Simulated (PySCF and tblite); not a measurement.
C₇H₁₁N, numbered as in [N:1]#[C:2][CH:3]1[CH2:4][CH2:5][CH2:6][CH2:7][CH2:8]1. Conformers came from 90 starts (ETKDG and KDG, MMFF94s, GFN2-xTB); geometries are PBE0-D3(BJ)/def2-SVP. Energies: PBE0-D3(BJ)/def2-TZVP, with GFN2-xTB thermal terms (modes under about 100 cm⁻¹ blended into free rotors). Symmetry numbers and mirror images are counted. Conformers within 4 kcal/mol (GFN2-xTB free energy) were kept, 5 at most. GIAO shieldings: PBE0/pcSseg-1. Shifts are against TMS (¹H), TMS (¹³C), NH3 (¹⁵N) at the same level. Codes: tblite and PySCF.

The 6-ring runs over atoms 3–4–5–6–7–8.

Two conformers hold nearly all the population. I: 6-ring chair (C2 axial); δ(H3) = 2.44 ppm. II: 6-ring chair (all substituents equatorial); δ(H3) = 1.86 ppm. The average over the ensemble at 298.15 K is 2.13 ppm.

What populations and free-energy difference follow from a two-state model?

p(I) = (2.13 − 1.86)/(2.44 − 1.86) = 0.47, so K = p(II)/p(I) = 1.15 and G(II) − G(I) = −RT ln K = -0.08 kcal/mol. The weights computed directly are 47.1 % and 52.9 %.


¹⁵N shifts are against a computed isolated NH3 molecule, about 20 ppm from the liquid.